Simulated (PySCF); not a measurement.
Cd(Br)(SH) (BrCdHS), SMILES [SH][Cd][Br]. Atoms are numbered in the order given.

```xyz
4

Cd     0.0114    -0.4469     0.0000
Br    -0.0085     1.9640     0.0000
S      0.0641    -2.7757     0.0000
H     -1.2764    -2.8781     0.0000
```

Geometry: PBE0-D3(BJ)/def2-TZVP. The def2 effective core potentials stand for the cores of Cd; spin–orbit coupling is left out. The values are those of a single conformer.

Computed with PBE0/def2-TZVPD in PySCF.

| Property | Value |
|---|---|
| total energy | -3140.37388 hartree |
| point group | Cs |
| highest occupied level | -7.59 eV |
| lowest empty level | -1.91 eV |
| orbital gap | 5.68 eV |
| dipole moment | 1.16 D |
| quadrupole, principal values (traceless, Buckingham form, about the centre of nuclear charge) | -11.20, 2.34, 8.86 D·Å |
| mean static polarisability | 77.6 bohr³ (11.50 Å³) |
| polarisability, principal values | 58.6, 59.5, 114.7 bohr³ |
